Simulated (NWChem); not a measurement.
## HFSi in NWChem

```xyz
3

Si    -0.4560     0.4037     0.0000
H      0.5537     1.5754     0.0000
F      0.6478    -0.8030     0.0000
```
Charge 0, spin multiplicity 1.

All runs are NWChem calculations. All single points use one geometry, from PBE0/def2-SVP, a minimum by its harmonic frequencies.

Symmetry labels belong to the abelian group Cs used in the runs, with the axes of the coordinates shown.

B3LYP has NWChem's definition, with VWN1-RPA local correlation. The structure started from a generated list of species.

Task: List the lowest 6 singlet excitations that TD-B3LYP/aug-cc-pVDZ, VWN1-RPA local correlation gives, with oscillator strengths.

Result: 
| state | symmetry | energy (eV) | wavelength (nm) | f |
|---|---|---|---|---|
| 1 | a" | 2.90 | 428 | 0.020 |
| 2 | a' | 5.39 | 230 | 0.058 |
| 3 | a' | 6.14 | 202 | 0.185 |
| 4 | a' | 6.97 | 178 | 0.039 |
| 5 | a" | 7.03 | 176 | 0.048 |
| 6 | a" | 7.22 | 172 | 0.008 |
